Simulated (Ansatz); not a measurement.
Frontier orbitals of C4H2Cl2Zr (`C#[C][Zr]([Cl])([Cl])[C]#C`).

Total charge 0; spin multiplicity 1. Correlated methods include outer-core shells of Zr, which these sets cover unevenly. Zr: def2 effective core potential. The geometry is a stationary point of PBE0-D4/def2-TZVP. Basis def2-TZVPP, Ansatz.

| functional | HOMO (eV) | LUMO (eV) | gap (eV) |
| --- | --- | --- | --- |
| PBE | -7.32 | -3.62 | 3.70 |
| PBE0 | -8.49 | -2.88 | 5.61 |
| HSE06 (plane-wave form) | -8.09 | -3.25 | 4.84 |
| ωB97M-V | -10.68 | -0.90 | 9.78 |

A quarter of exact exchange (PBE0) shifts PBE's HOMO by −1.17 eV and its LUMO by +0.74 eV; full exchange at long range (ωB97M-V) shifts them by −3.36 and +2.72 eV. The gap opens from 3.70 to 9.78 eV, since occupied levels lose self-interaction and empty ones feel all the electrons.
